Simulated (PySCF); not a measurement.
Computed XPS line lists of a few unrelated compounds.

Level of theory: PySCF, delta-SCF UKS SCAN, pcX-2 on the ionised atom (unc-x2c-TZVPall on a metal), pcseg-1 elsewhere, spin-free X2C. Geometries: PBE0-D3(BJ)/def2-SVP; isolated species, one conformer each.

Line lists (1s up to Mg, 2p3/2 beyond, nothing for Br or Ga; areas count atoms within a level, one atom standing for each set equivalent by bonding):
1. C 1s: 290.07 (area 1), 290.39 (area 1), 291.26 (area 1), 291.35 (area 1) eV; N 1s: 403.95 eV; Si 2p3/2: 106.37 eV
2. P 2p3/2: 137.84 eV; Zn 2p3/2: 1026.28 eV
3. C 1s: 289.91 (area 1), 290.47 (area 3) eV

Structures:
A. ZnBr2(PH3)2 (`[PH3]->[Zn](<-[PH3])([Br])[Br]`)
B. `[H][Si]([H])(C)N(C)CC` (SiH2Me(NMeEt))
C. `[H][Ga]([H])[C](C)(C)C` (GaH2(tBu))

Problem. Which list belongs to which compound?

Solution. 
- 1 = B: no other candidate has this set of levels. C 1s: 290.07 carbon bonded to Si and 3 H, 290.39 carbon bonded to C and 3 H, 291.26 carbon bonded to C, N and 2 H, 291.35 carbon bonded to N and 3 H; N 1s: 403.95 nitrogen bonded to 2 C and Si; Si 2p3/2: 106.37 silicon bonded to C, N and 2 H.
- 2 = A: no other candidate has this set of levels. P 2p3/2: 137.84 phosphorus bonded to Zn and 3 H (×2); Zn 2p3/2: 1026.28 zinc bonded to 2 Br and 2 P.
- 3 = C: no other candidate has this set of levels. C 1s: 289.91 carbon bonded to 3 C and Ga, 290.47 carbon bonded to C and 3 H (×3).

Spin–orbit coupling isn't in the SCF: each 2p doublet comes from a relaxed spin-free hole plus a matrix of the shell (mean-field spin–orbit coupling and the ground-state 2p splitting), with 2p3/2 averaged over its two sublevels.
